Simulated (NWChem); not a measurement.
**Atomisation of CH3Li**

SMILES: [Li][CH3]
```xyz
5

Li     0.9326    -1.2962     0.0000
C     -0.2238     0.3111     0.0000
H     -0.9002     0.3753     0.8859
H     -0.9002     0.3753    -0.8859
H      0.3453     1.2715     0.0000
```
Charge 0, spin multiplicity 1.

Everything below was run with NWChem. Structure: optimised with PBE/def2-SVP, a minimum by its harmonic frequencies.

Basis set: def2-TZVP. The atomisation energy is electronic alone: no zero-point, thermal, spin-orbit or counterpoise terms. No value is extrapolated to the basis-set limit. Free atoms are single determinants with multiplicities Li 2, C 3, H 2. Correlated methods freeze the same cores in atoms and molecule, 1 orbitals in all.

```
method                        atomisation energy (kcal/mol)
----------------------------  -----------------------------
LDA (SVWN5)                                           396.3
LC-wPBE (omega 0.3 per bohr)                          353.2
BLYP                                                  352.3
HF                                                    257.5
MP2                                                   339.7
PBE                                                   356.0
B3LYP                                                 354.4
CCSD(T)                                               341.5
BP86                                                  363.6
PBE0                                                  351.3
```

The values span 138.9 kcal/mol, from HF (lowest) to LDA (SVWN5) (highest). 

B3LYP has NWChem's definition, with VWN1-RPA local correlation. The structure started from a generated list of species. The stability of the SCF solutions was not checked. Open-shell Hartree-Fock references start from PBE0 orbitals. Coupled-cluster values serve here as a point of comparison, not as the truth.
